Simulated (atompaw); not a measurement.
Sm: one change to a PAW (atompaw) potential, before and after

Sm, PAW, made with atompaw 4.2.0.5 (PBEsol, scalar-relativistic). Core [Kr] 4d10, reference 4f6 5s2 5p6 5d0 6s1.5 6p0 (charge +0.5). Waves: 5s (bound); 6s (bound); 5p (bound); 6p (bound, empty); 5d (bound, empty); 5d channel at 0.2 Ry; 4f (bound); 4f channel at 0.4 Ry. Local part: ultrasoft scheme with l = 4 at 0 Ry, radius 2.55 bohr. Core correction: smooth core density matched at 2.20 bohr. Augmentation charge: besselshape compensation charge, radius 2.30 bohr; PAW radius 3.00 bohr; waves and projectors: bloechl.

All-electron outer shells of the reference configuration (PBEsol, scalar-relativistic, ld1.x):

```tsv
shell	level (eV)	outermost node (bohr)	outermost maximum (bohr)
4p	-250.08	0.30	0.56
4d	-131.59	0.28	0.59
5s	-46.24	0.69	1.27
5p	-26.19	0.74	1.43
6s	-5.95	1.69	3.57
4f	-5.42	–	0.61
5d	-4.34	0.84	2.14
6p	-3.16	2.04	4.59
```

Change: wave 4f channel at 0.4 Ry becomes 4f channel at -0.18 Ry.

Cutoffs: the cutoffs (Ry, on a coarse ladder) from which the occupation-weighted sum of valence levels, in a spherical-Bessel basis at the reference potential, stays within 10 and 1 mRy of its value at 400 Ry; they do not see the model core or the augmentation charge, which bear on the density cutoff.

Question: What does the change do?

Answer: The potential gets harder (25 Ry and 35 Ry → 30 Ry and 35 Ry); neither file shows a bound ghost.

| quantity | base | changed |
| --- | --- | --- |
| cutoff, loose | 25 Ry | 30 Ry |
| cutoff, tight | 35 Ry | 35 Ry |
| loose cutoff by channel (10 mRy a level) | s 12 Ry, p 15 Ry, f 18 Ry | s 12 Ry, p 15 Ry, f 21 Ry |
| bound ghosts | none | none |
| s: phases at 3.00 bohr within 0.05 rad from the reference energy up to (Ry; the scan ends near 5) | 2.9 | 2.9 |
| p: phases at 3.00 bohr within 0.05 rad from the reference energy up to (Ry; the scan ends near 5) | to the end of the scan | to the end of the scan |
| d: phases at 3.00 bohr within 0.05 rad from the reference energy up to (Ry; the scan ends near 5) | 1.1 | 1.1 |
| f: phases at 3.00 bohr within 0.05 rad from the reference energy up to (Ry; the scan ends near 5) | 1.3 | 1.0 |
| lowest overlap eigenvalue by channel | s 0.46, p 0.68, d 0.02, f 1.00 | s 0.46, p 0.68, d 0.02, f 1.00 |

 The cutoffs see the waves, projectors and local potential, not the compensation charge or the core.
